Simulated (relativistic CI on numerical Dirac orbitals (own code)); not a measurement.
**V+: 3s photoemission**

Computed with this model: Dirac-Coulomb-Breit CI, orbitals from a KLI potential per configuration, model QED (radiative potential, 1s self-energy scaled to tabulated hydrogen-like ionisation energies), valence Slater integrals scaled by 0.8, multiplet model of photoemission in the sudden approximation; configurations [Ar] 3d4 → [Ne] 3s 3p6 3d4; 300 K; Lorentzian 1.05 eV and Gaussian 0.6 eV FWHM. Energies are those of the free ion, without screening or charge transfer. The energies are binding energies and can lie tens of eV above those of solids. Without intra-shell correlation the exchange splitting of an s hole comes out too large, often by half or more. S is read from ⟨S²⟩ = S(S + 1).

Field parameters in Wybourne normalisation: Td as Oh with Dq negative (B⁴₀ = 21Dq, B⁴₄ = √(5/14) B⁴₀). The field is a parameter set, without covalency.

Computed curve for free ion, scaled to 100 at the maximum (points under 2 are left out and the grid is thinned):

```tsv
Energy (eV)	Intensity
78.0	2.1
78.4	2.5
78.8	3.1
79.2	4.0
79.6	5.2
80.0	7.3
80.4	10.8
80.8	17.7
81.2	32.5
81.6	63.5
81.8	83.3
82.2	100.0
82.6	69.1
83.0	35.9
83.4	19.3
83.8	11.9
84.2	8.1
84.6	6.0
85.0	4.8
85.4	4.1
85.8	3.7
86.2	3.6
86.6	3.6
87.0	4.0
87.4	4.7
87.8	6.0
88.2	8.4
88.6	13.4
89.0	24.5
89.4	46.7
89.6	59.3
90.0	65.4
90.4	42.3
90.8	21.8
91.2	12.0
91.6	7.4
92.0	5.0
92.4	3.7
92.8	2.8
93.2	2.2
```

The ground state has S = 2.00, and the centroid lies at 85.22 eV.
